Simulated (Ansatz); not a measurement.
Consider the redistribution: `O[CH2][SnH3]` + `C[SiH2][AlH][O][SiH3]` → `C[SiH2][AlH][SnH3]` + `OCO[SiH3]`.

Isolated molecules relaxed with PBE0-D4/def2-TZVP in Ansatz; ΔE leaves out vibrations. CBS: MP2 limit from def2 TZ/QZ plus the TZ coupled-cluster correction, frozen cores. DFT in def2-TZVPP. B3LYP here is the variant with VWN-RPA as its local correlation; programs differ in this. Elements past krypton have def2 core potentials. For Sn outer-core shells are correlated without core-valence functions, which leaves a few kJ/mol of doubt a bond. Each species was taken in one conformer, which may not be the lowest.

```json
{"level": "PBE-D4", "ΔE (kJ/mol)": "117.0", "difference from CCSD(T)/CBS": "-18.6"}
{"level": "r2SCAN-D4", "ΔE (kJ/mol)": "129.0", "difference from CCSD(T)/CBS": "-6.6"}
{"level": "PBE0-D4", "ΔE (kJ/mol)": "117.3", "difference from CCSD(T)/CBS": "-18.3"}
{"level": "B3LYP-D4", "ΔE (kJ/mol)": "134.0", "difference from CCSD(T)/CBS": "-1.6"}
{"level": "ωB97M-V", "ΔE (kJ/mol)": "132.9", "difference from CCSD(T)/CBS": "-2.7"}
{"level": "B3LYP", "ΔE (kJ/mol)": "131.7", "difference from CCSD(T)/CBS": "-3.9"}
{"level": "HF/def2-TZVPP", "ΔE (kJ/mol)": "129.1", "difference from CCSD(T)/CBS": "-6.5"}
{"level": "SCS-MP2/def2-TZVPP", "ΔE (kJ/mol)": "142.4", "difference from CCSD(T)/CBS": "6.8"}
{"level": "CCSD/def2-TZVPP", "ΔE (kJ/mol)": "133.9", "difference from CCSD(T)/CBS": "-1.7"}
{"level": "CCSD(T)/def2-TZVPP", "ΔE (kJ/mol)": "133.8", "difference from CCSD(T)/CBS": "-1.8"}
{"level": "HF/def2-QZVPP", "ΔE (kJ/mol)": "131.9", "difference from CCSD(T)/CBS": "-3.7"}
{"level": "MP2/def2-QZVPP", "ΔE (kJ/mol)": "144.6", "difference from CCSD(T)/CBS": "9.0"}
{"level": "SCS-MP2/def2-QZVPP", "ΔE (kJ/mol)": "144.5", "difference from CCSD(T)/CBS": "8.9"}
{"level": "HF/CBS(def2)", "ΔE (kJ/mol)": "132.3", "difference from CCSD(T)/CBS": "-3.3"}
{"level": "MP2/CBS(def2)", "ΔE (kJ/mol)": "144.4", "difference from CCSD(T)/CBS": "8.8"}
{"level": "CCSD/CBS(def2)", "ΔE (kJ/mol)": "135.7", "difference from CCSD(T)/CBS": "0.1"}
{"level": "CCSD(T)/CBS", "ΔE (kJ/mol)": "135.6", "difference from CCSD(T)/CBS": "0"}
```

Largest T1 diagnostic among the species: 0.013.

In def2-TZVPP, CCSD(T) changes the Hartree–Fock value by +4.8 kJ/mol (the triples alone add −0.1 kJ/mol) and MP2 by +13.6 kJ/mol.
